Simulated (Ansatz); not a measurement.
Conformers of C2H8ClGeNO (`C[O][Ge]([CH3])([NH2])[Cl]`), each relaxed with PBE0-D4/def2-TZVP in Ansatz. CBS adds the triple-zeta coupled-cluster correction to the MP2 limit.

Outer-core shells of Ge are correlated without core-valence functions. Scalar relativity is left out up to krypton. Spin–orbit coupling is left out.

Not all of them had a frequency check.

Conformer A:

Z-matrix (Å, degrees):
```
C
O 1 1.408
H 1 1.092 2 107.9
H 1 1.096 2 111.8 3 119.1
H 1 1.098 2 112.2 3 -118.8
Ge 2 1.773 1 120.5 3 -179.4
N 6 1.815 2 109.4 1 172.9
C 6 1.931 2 111.7 1 -61.1
Cl 6 2.161 2 106.6 1 58.6
H 7 1.011 6 113.3 2 -67.8
H 7 1.011 6 113.9 2 57.3
H 8 1.090 6 109.2 2 177.8
H 8 1.090 6 110.2 2 57.9
H 8 1.091 6 109.8 2 -62.3
```

Conformer B:

Z-matrix (Å, degrees):
```
C
O 1 1.409
H 1 1.095 2 111.9
H 1 1.097 2 112.0 3 122.1
H 1 1.092 2 107.7 3 -119.2
Ge 2 1.763 1 120.7 3 -58.0
N 6 1.811 2 102.7 1 171.4
C 6 1.931 2 114.5 1 -65.3
Cl 6 2.183 2 106.3 1 52.2
H 7 1.010 6 115.0 2 -171.0
H 7 1.011 6 113.3 2 -44.3
H 8 1.090 6 109.4 2 -59.1
H 8 1.090 6 109.9 2 61.4
H 8 1.090 6 109.7 2 -179.2
```

Task: Which is lowest in electronic energy at CCSD(T)/CBS (frozen core, def2 sets), and by how much? (Estimate.)

Result: Ansatz gave: B; A lies 2.6 kJ/mol higher.

Task: Give the energies relative to B (kJ/mol) with ωB97X-V/def2-TZVPP, PBE/def2-TZVPP, HF/def2-TZVPP, MP2/def2-TZVPP, SCS-MP2/def2-TZVPP, HF/def2-QZVPP, MP2/CBS(def2). (Best estimate.)

Result: Ansatz gave: 
| level | A |
| --- | --- |
| ωB97X-V/def2-TZVPP | 2.6 |
| PBE/def2-TZVPP | 3.9 |
| HF/def2-TZVPP | 2.9 |
| MP2/def2-TZVPP | 2.7 |
| SCS-MP2/def2-TZVPP | 2.8 |
| HF/def2-QZVPP | 2.9 |
| MP2/CBS(def2) | 2.8 |
